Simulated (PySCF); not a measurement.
How methods differ on the ionisation energy of In

In [Kr] 4d10 5s2 5p1 (2P) → In⁺ [Kr] 4d10 5s2 (1S), as a difference of total energies. All numbers are calculated (PySCF 2.14, a scalar-relativistic core potential, in aug-cc-pVQZ-PP with ECP28MDF (7s7p5d3f2g, 92 functions)). Correlated levels: valence: 4s2 4p6 4d10 frozen. The calculations carry no spin-orbit coupling.

```tsv
method	ionisation energy (eV)	error (eV)
UHF	5.218	-0.385
MP2 (valence)	5.426	-0.177
SCS-MP2 (valence)	5.413	-0.190
CCSD (valence)	5.472	-0.131
CCSD(T) (valence)	5.495	-0.108
```

Reference: 5.603 eV (measured; NIST levels, between the centres of gravity of the two terms).

Errors of the correlated levels include the incompleteness of this basis and the frozen core.
